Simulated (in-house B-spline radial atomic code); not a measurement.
Inner levels of samarium as electrons are removed. A shift is the extra binding of the orbital against the neutral atom ([Xe] 4f5/2(6) 6s2). The density at the nucleus is averaged over the nuclear charge. Computed with an all-electron radial atomic-structure program (B-spline basis): Dirac-Hartree-Fock, jj configuration that fills j = l - 1/2 first, finite nuclei.

A number in brackets counts the electrons of a j subshell.

```csv
ion,configuration,shift of 4d3/2 (eV),shift of 2p3/2 (eV),shift of 4p3/2 (eV),radius of 4d3/2 (bohr),radius of 2p3/2 (bohr),radius of 4p3/2 (bohr),Σ<r²> (bohr²),change of density at nucleus (bohr⁻³)
Sm7+,[Kr] 4d10 4f5/2(4) 5s2 5p1/2(2) 5p3/2(1),102.26,106.6,104.57,0.65632,0.087409,0.61801,23.18,129.12
Sm8+,[Kr] 4d10 4f5/2(4) 5s2 5p1/2(2),120.59,125.76,122.65,0.65509,0.087408,0.61776,20.432,159.07
Sm9+,[Kr] 4d10 4f5/2(4) 5s2 5p1/2(1),139.82,146.27,142.03,0.65305,0.087405,0.61715,18.007,179.73
Sm10+,[Kr] 4d10 4f5/2(4) 5s2,?,?,?,?,?,?,?,?
Sm11+,[Kr] 4d10 4f5/2(3) 5s2,186.99,198.54,191.44,0.64411,0.087407,0.61279,14.595,264.7
Sm12+,[Kr] 4d10 4f5/2(2) 5s2,?,?,?,?,?,?,?,?
Sm13+,[Kr] 4d10 4f5/2(1) 5s2,245.3,266.07,254.21,0.63016,0.087421,0.60456,12.646,407.64
Sm14+,[Kr] 4d10 4f5/2(1) 5s1,268.77,291.72,277.71,0.62777,0.087419,0.60316,11.027,59.491
Sm15+,[Kr] 4d10 4f5/2(1),?,?,?,?,?,?,?,?
Sm16+,[Kr] 4d10,324.84,356.26,336.14,0.61823,0.087423,0.5971,8.8021,-277.02
Sm17+,[Kr] 4d3/2(4) 4d5/2(5),360.23,400.58,369.85,0.61071,0.087414,0.59252,8.2053,-209.71
Sm18+,[Kr] 4d3/2(4) 4d5/2(4),396.32,446.1,404.16,0.60344,0.087404,0.588,7.6363,-139.12
```

(1) Fill in the row of Sm10+.

(2) Fill in the row of Sm12+.

(3) Fill in the row of Sm15+.

## Answers

(1) shift of 4d3/2 (eV): 159.67; shift of 2p3/2 (eV): 167.59; shift of 4p3/2 (eV): 162.05; radius of 4d3/2 (bohr): 0.65088; radius of 2p3/2 (bohr): 0.087402; radius of 4p3/2 (bohr): 0.61645; Σ<r²> (bohr²): 15.751; change of density at nucleus (bohr⁻³): 201.14.

(2) shift of 4d3/2 (eV): 215.56; shift of 2p3/2 (eV): 231.39; shift of 4p3/2 (eV): 222.2; radius of 4d3/2 (bohr): 0.63718; radius of 2p3/2 (bohr): 0.087414; radius of 4p3/2 (bohr): 0.60881; Σ<r²> (bohr²): 13.568; change of density at nucleus (bohr⁻³): 333.59.

(3) shift of 4d3/2 (eV): 292.72; shift of 2p3/2 (eV): 318.04; shift of 4p3/2 (eV): 301.68; radius of 4d3/2 (bohr): 0.62531; radius of 2p3/2 (bohr): 0.087416; radius of 4p3/2 (bohr): 0.6017; Σ<r²> (bohr²): 9.484; change of density at nucleus (bohr⁻³): -314.01.
